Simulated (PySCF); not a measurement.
Isomers of C10H10, from PySCF 2.14.0, PBE0-D3(BJ)/def2-SVP geometry optimisation, gas phase. One conformer each, no zero-point energy, no frequencies.

Question: Which isomer lies lowest at this level?
A. `[CH2:1]=[CH:2][C:3]1=[CH:4]/[CH:5]=[CH:6]\[CH:7]=[CH:8]/[CH:9]=[CH:10]\1` with C1–C2–C3–C4 177°, C3–C4–C5–C6 54°, C5–C6–C7–C8 -54°, C7–C8–C9–C10 57°, C2–C3–C10–C9 125°: A = 2399, B = 1070, C = 829.4 MHz, dipole 0.29 D
B. `C#CC1=CC2(C=C1)CCC2`: A = 4129, B = 771.1, C = 722.3 MHz, dipole 1.40 D
C. `CC1=CCc2ccccc21` (3-methylindene): A = 2513, B = 1260, C = 848.0 MHz, dipole 0.64 D

Answer: C. That is 3-methylindene, `c12ccccc1CC=C2C`, 67.3 kcal/mol below the next.

| SMILES | mapped SMILES | E (Eh) | relative (kcal/mol) | relative (kJ/mol) | dipole (D) |
| --- | --- | --- | --- | --- | --- |
| CC1=CCc2ccccc21 | [CH3:1][C:2]1=[CH:3][CH2:4][c:5]2[cH:6][cH:7][cH:8][cH:9][c:10]21 | -386.36743 | 0.0 | 0.0 | 0.64 |
| C=CC1=C/C=C\C=C/C=C\1 | [CH2:1]=[CH:2][C:3]1=[CH:4]/[CH:5]=[CH:6]\[CH:7]=[CH:8]/[CH:9]=[CH:10]\1 | -386.26016 | 67.3 | 281.6 | 0.29 |
| C#CC1=CC2(C=C1)CCC2 | [CH:1]#[C:2][C:3]1=[CH:4][C:5]2([CH:6]=[CH:7]1)[CH2:8][CH2:9][CH2:10]2 | -386.22938 | 86.6 | 362.4 | 1.40 |

As drawn, the lowest has an aromatic ring, which the highest lacks; the highest has a four-membered ring, a C≡C bond and a quaternary carbon, which the lowest lacks.
